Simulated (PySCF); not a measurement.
Compound: ClGeH4P.
Z-matrix (Å and degrees, PBE0-D3(BJ)/def2-SVP geometry), rows numbered from 1:
```
P 
Ge  1  2.3124
Cl  2  2.1704  1  111.50
H   1  1.4281  2   93.04  3   -48.97
H   1  1.4281  2   93.08  3    44.81
H   2  1.5371  1  110.11  3   118.47
H   2  1.5369  1  110.32  3  -118.11
```

Method: PBE0-D3(BJ)/def2-SVP geometry optimisation, gas phase in PySCF.

Take the most abundant isotopes and a rigid rotor. The values belong to one conformer with, in the numbering `[PH2:1][GeH2:2][Cl:3]`, H–P1–Ge2–Cl3 -49° and 45°.

Give the principal moments of inertia and the rotational constants in cm⁻¹.

Ia = 69.64, Ib = 235.57, Ic = 294.34 u·Å²; 505379 MHz·u·Å²/I gives 7257, 2145 and 1717 MHz, that is A = 0.24208, B = 0.07156, C = 0.05727 cm⁻¹.

Classify the top.

An asymmetric top: κ = (2 × 2145 − 7257 − 1717)/(7257 − 1717) = -0.85.

Is it planar, by Δ = Ic − Ia − Ib?

Not planar: Δ = Ic − Ia − Ib = -10.87 u·Å². For a rigid frame Δ = −2 Σ m c², so Σ m c² = 5.44 u·Å² lies off the ab plane, practically all of it from hydrogen. The atom farthest from that plane is 1.27 Å away.

Give the other two planar moments, Paa and Pbb, and the rms extents of the mass along the axes.

Paa = Σ m a² = (Ib + Ic − Ia)/2 = 230.14 and Pbb = Σ m b² = (Ia + Ic − Ib)/2 = 64.20 u·Å². With the mass M = 143.90 u, the rms extents √(P/M) along a, b and c are 1.26, 0.67, 0.19 Å.

Which types of transition are allowed, and where do some lines up to J = 4 fall?

The dipole components are |μa| = 1.05 D, |μb| = 0.50 D, |μc| = 0.03 D. The squared components, which scale the intensities, stand as 1.00 : 0.22 : 0.00 (a : b : c). Some lines, for components of 0.1 D or more:

| type | branch | J(Ka,Kc) | MHz | lower level (cm⁻¹) |
| --- | --- | --- | --- | --- |
| b | R | 4(1,3) ← 3(2,2) | 1541 | 1.484 |
| b | R | 2(0,2) ← 1(1,1) | 2587 | 0.299 |
| b | Q | 2(1,1) ← 2(0,2) | 5994 | 0.386 |
| a | R | 2(1,2) ← 1(1,1) | 7296 | 0.299 |
| a | R | 2(0,2) ← 1(0,1) | 7699 | 0.129 |
| b | Q | 4(1,3) ← 4(0,4) | 7777 | 1.276 |
| a | R | 3(1,3) ← 2(1,2) | 10929 | 0.543 |
| b | R | 4(0,4) ← 3(1,3) | 11043 | 0.907 |
| a | R | 3(0,3) ← 2(0,2) | 11484 | 0.386 |
| a | R | 3(2,1) ← 2(2,0) | 11690 | 1.098 |
| a | R | 3(1,2) ← 2(1,1) | 12213 | 0.586 |
| b | Q | 3(2,1) ← 3(1,2) | 14838 | 0.993 |
| b | Q | 2(2,0) ← 2(1,1) | 15362 | 0.586 |
| a | R | 4(2,2) ← 3(2,1) | 15682 | 1.488 |
| a | R | 4(1,3) ← 3(1,2) | 16251 | 0.993 |
| b | Q | 4(2,3) ← 4(1,4) | 18164 | 1.392 |
| b | R | 4(1,4) ← 3(0,3) | 18698 | 0.769 |
| b | R | 2(2,1) ← 1(1,0) | 23489 | 0.314 |
| b | Q | 4(3,1) ← 4(2,2) | 26341 | 2.011 |
| b | Q | 4(3,2) ← 4(2,3) | 26715 | 1.998 |
| b | R | 4(2,2) ← 3(1,3) | 33089 | 0.907 |
| b | R | 3(3,0) ← 2(2,1) | 38234 | 1.097 |
| b | R | 4(4,0) ← 3(3,1) | 52736 | 2.372 |

No frequency check. Constants of a rigid frame at the computed geometry: no zero-point averaging, no centrifugal distortion. Quadrupole hyperfine structure (35Cl) is left out.
